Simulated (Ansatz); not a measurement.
Cost and result for the atomization energy of FGaH₂Se, SMILES `[F][GaH][SeH]` (5 atoms, 4 bonds).

The species carries charge 0 and has multiplicity 1. Correlated methods include outer-core shells of Ga, Se, which these sets cover unevenly. Scalar relativity is left out up to krypton. Geometry: relaxed with PBE0-D4/def2-TZVP. It is one conformer, not always the lowest. Program: Ansatz. Hardware: A = 2 threads of a server CPU on a shared host; B = 2 threads of an AMD EPYC 7R13 on a shared host and a share of an NVIDIA H100 80 GB. Times are those of one run each, without the atoms' runs, and a repeat can differ threefold. Electronic energies, without spin–orbit coupling; frozen cores. CCSD(T)/CBS adds CCSD(T) − MP2 in def2-TZVPP to the MP2 limit, and its time is that of the two runs behind it. T1 = 0.012. With those shells the extrapolation isn't a true limit.

CCSD(T)/CBS is a level of theory with its own doubt, some kJ/mol a heavy atom from the limit and from the frozen cores, so smaller differences don't rank the functionals.

| level | functions | wall time | atomization (kJ/mol) | difference from CCSD(T)/CBS | per bond |
| --- | --- | --- | --- | --- | --- |
| revPBE-D4/def2-TZVPP [A] | 155 | 1.2 s | 1327.7 | -50.7 | -12.7 |
| BLYP-D4/def2-TZVPP [A] | 155 | 1.5 s | 1340.6 | -37.8 | -9.5 |
| PBE0-D4/def2-TZVPP [A] | 155 | 2.1 s | 1340.9 | -37.5 | -9.4 |
| CAM-B3LYP-D4/def2-TZVPP [A] | 155 | 2.5 s | 1353.3 | -25.1 | -6.3 |
| r2SCAN-D4/def2-TZVPP (with forces) [A] | 155 | 3.1 s | 1376.1 | -2.3 | -0.6 |
| r2SCANh-D4/def2-TZVPP [A] | 155 | 3.2 s | 1361.2 | -17.2 | -4.3 |
| B2PLYP/def2-TZVPP [A] | 155 | 3.5 s | 1340.4 | -38.0 | -9.5 |
| PBE-QIDH/def2-TZVPP [A] | 155 | 3.6 s | 1351.5 | -26.9 | -6.7 |
| CCSD(T)/def2-SVP [A] | 88 | 3.6 s | 1275.6 | -102.8 | -25.7 |
| CCSD(T)/def2-QZVPP [B] | 295 | 6.5 s | 1370.5 | -7.9 | -2.0 |
| ωB97M-V/def2-TZVPP (with forces) [A] | 155 | 7.5 s | 1346.8 | -31.6 | -7.9 |
| CCSD(T)/def2-TZVPP [B] | 155 | 9 s | 1345.6 | -32.8 | -8.2 |
| CCSD(T)/CBS(def2) | – | 16 s | 1378.4 | 0.0 | 0.0 |

The D4 term adds +15.5 kJ/mol with B3LYP and +8.0 kJ/mol with PBE0; it sums over pairs of atoms, weighted by their polarisabilities, and B3LYP, whose exchange is more repulsive, gets the larger term. At CCSD(T), def2-SVP lies −102.8 kJ/mol from the extrapolated value and def2-TZVPP −32.8 kJ/mol: correlation converges slowly with the basis, and small sets miss more of it in the bonded molecule than in its fragments. Leaving LDA and LC-ωPBE aside and taking each functional with its dispersion term where it has one, the values, not all of them listed here, spread over 78.5 kJ/mol, from BHLYP-D4 to r2SCAN-D4. LDA lies +220.3 kJ/mol from PBE without D4, its usual overbinding.

B3LYP here is the variant with VWN-RPA as its local correlation; programs differ in this.
